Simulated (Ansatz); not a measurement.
`BOB[SiH3]` + `[SiH3]S` → `[SiH3]BS[SiH3]` + `BO` at 700 K and 1 bar (ligand exchange at a B–O bond).

Program: Ansatz. Geometries: PBE0-D4/def2-TZVP. ΔE: electronic, gas phase. CCSD(T)/CBS adds triple-zeta CCSD(T) − MP2 to the extrapolated MP2 energy (def2 sets, frozen cores). This one scheme is used for every species. One conformer a species, not always the lowest.

```csv
species,CCSD(T)/CBS energy (Eh),H − E (kJ/mol),S (J/(mol·K))
`BOB[SiH3]`,-417.48760,239.4,450.0
`[SiH3]S`,-689.27336,135.5,340.5
`[SiH3]BS[SiH3]`,-1004.95639,255.7,501.8
`BO`,-101.80414,126.4,277.4
```

H − E and S are ideal-gas, rigid-rotor, harmonic terms from PBE0-D4/def2-TZVP, for one conformer and one mirror image of each species. 1 Eh = 2625.50 kJ/mol, R = 8.31446 J/(mol·K).

Task: By hand: ΔE, ΔH, ΔS and ΔG.

Result: ΔE = (-1004.95639) + (-101.80414) − (-417.48760) − (-689.27336) = 0.00043 Eh = 1.1 kJ/mol. Δ(H − E) = 255.7 + 126.4 − 239.4 − 135.5 = 7.2, so ΔH = 8.3 kJ/mol. ΔS = 501.8 + 277.4 − 450.0 − 340.5 = -11.3 J/(mol·K). ΔG = 8.3 − 700 × (-11.3)/1000 = 16.2 kJ/mol.

Task: By hand: the equilibrium constant, and the temperature at which ΔG would vanish if ΔH and ΔS stayed fixed.

Result: log₁₀ K = −ΔG/(RT ln 10) = -1.2. ΔH and −TΔS have one sign here, so there is no such temperature.

TΔS isn't small against ΔH here. A doubt of 5 kJ/mol in ΔE shifts log₁₀ K by 0.4 here. Other conformers and mirror images would add mixing entropy, several J/(mol·K) or more a flexible species. Modes under 60 cm⁻¹, often nearly free rotors, make the harmonic entropy too high. These are equilibria of isolated gas molecules and say nothing of rates. Largest T1 diagnostic: 0.015 (customary marks: 0.02 for closed shells, 0.045 for open ones).

ΔS is within the doubt of such terms, so its sign, and with it that verdict, could turn.
